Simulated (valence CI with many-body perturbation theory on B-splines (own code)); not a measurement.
Results of a calculation; reference values are marked as such.
# Hyperfine factors and g values of Re35+

Level of theory: configuration interaction combined with many-body perturbation theory (CI+MBPT): four valence electrons over a frozen Dirac-Fock core [Kr], radial functions for each j: 9 s, 9 p, 10 d, 8 f, 5 g, 3 h, 1 i, with the one-electron correlation potential Σ1 (screened to all orders), the two-electron term Σ2, the three-electron term Σ3, Breit, model QED; selected single and double excitations, second order for the rest (own B-spline code, finite nucleus).

The last digits are not significant, and no measured levels were compared; by estimate large intervals hold to a few tenths of a per cent, small ones and those within an open d or f shell to about a per cent. Only levels of the ground parity were solved; by the run's estimate the other parity begins above the list, which can be wrong where configurations are misplaced.

A/g_I is the dipole constant over the nuclear g factor μ/I (μ in nuclear magnetons, uniformly magnetised nucleus), B/Q the quadrupole constant per barn. Both hold the static response of the core; the bare values leave it out. Large factors of s and p1/2 electrons are usually good to 5 to 10 %; those of open d and f shells near neutrality can be off by tens of per cent, and small factors of p3/2, d and f electrons come from cancelling terms and can be off by a factor of two or in sign, in half-filled shells by more. B is blank for J = 1/2, where it vanishes, and for nearly pure S terms. Energies count from the lowest level. Levels with J = 0 are left out.

Levels are named by their leading jj configuration (3d3/2^4 stands for four electrons in 3d with j = 3/2), which in mixed levels can hold well under half, so a name can repeat and another be missing. Letters in brackets count levels of one name in rising energy.

```csv
Level,E (cm⁻¹),g,A/g_I (MHz),A/g_I bare,B/Q (MHz/b),B/Q bare
(4d3/2^3 4d5/2) J=1,127180,1.497,-2410,-1350,5410,5190
(4d3/2^3 4d5/2) J=4,167660,1.078,16200,16200,909,753
(4d3/2^3 4d5/2) J=2,170130,1.247,9880,10200,13600,13100
(4d3/2^3 4d5/2) J=3,181730,1.152,14100,14200,10400,9980
(4d3/2^2 4d5/2^2) J=2 [a],288340,1.224,5370,5720,10500,10100
(4d3/2^2 4d5/2^2) J=4 [a],293640,1.154,12900,13000,-6780,-6610
(4d3/2^2 4d5/2^2) J=3 [a],297860,1.157,10900,11000,2270,2180
(4d3/2^2 4d5/2^2) J=5,313310,1.083,14900,14800,14000,13500
(4d3/2^2 4d5/2^2) J=1,323720,1.110,16900,16900,1760,1670
(4d3/2^2 4d5/2^2) J=6,324630,1.078,15800,15700,17300,16600
(4d3/2^2 4d5/2^2) J=3 [b],337250,1.088,16700,16600,4270,4110
(4d3/2^2 4d5/2^2) J=4 [b],338740,1.033,17100,16900,-4900,-4680
(4d3/2^2 4d5/2^2) J=2 [b],342440,1.088,15200,15100,6310,6080
(4d3/2^2 4d5/2^2) J=2 [c],381370,0.994,20600,20300,-2400,-2340
(4d3/2^2 4d5/2^2) J=4 [c],394060,1.203,11200,11400,26900,25900
(4d3/2^2 4d5/2^2) J=2 [d],429850,1.157,14200,14300,-6990,-6690
(4d3/2 4d5/2^3) J=4 [a],453560,1.146,11000,11100,-13800,-13300
(4d3/2 4d5/2^3) J=3 [a],455630,1.180,8500,8710,1960,1930
(4d3/2 4d5/2^3) J=1 [a],471000,0.954,15500,15200,6720,6440
(4d3/2 4d5/2^3) J=5,474940,1.142,12800,12900,-9770,-9450
(4d3/2 4d5/2^3) J=6,479120,1.081,14700,14600,19900,19300
(4d3/2 4d5/2^3) J=2 [a],499610,1.061,16600,16400,13300,12700
(4d3/2 4d5/2^3) J=3 [b],506000,1.090,14500,14500,4660,4560
(4d3/2 4d5/2^3) J=1 [b],548870,1.425,2430,3270,-10400,-10000
(4d3/2 4d5/2^3) J=3 [c],549180,1.060,16000,15900,21600,20700
(4d3/2 4d5/2^3) J=4 [b],554730,1.047,16200,16100,19900,19200
(4d3/2 4d5/2^3) J=2 [b],564800,1.117,14200,14200,-26200,-25200
(4d5/2^4) J=4,638790,1.161,10600,10800,-18700,-17900
(4d5/2^4) J=2,671450,1.080,11600,11500,11400,11000
```

Task: Take the isotope of mass number 187, with I = 5/2, μ = 3.209 μN and Q = 1.94 b. What is the hyperfine structure of (4d3/2^2 4d5/2^2) J=4 [a]?

Result: From the table A = 16500 MHz, B = -13200 MHz. Shifts from the centre of gravity in MHz: F = 3/2: -213000, F = 5/2: -168000, F = 7/2: -106000, F = 9/2: -29100, F = 11/2: 60900, F = 13/2: 162000.
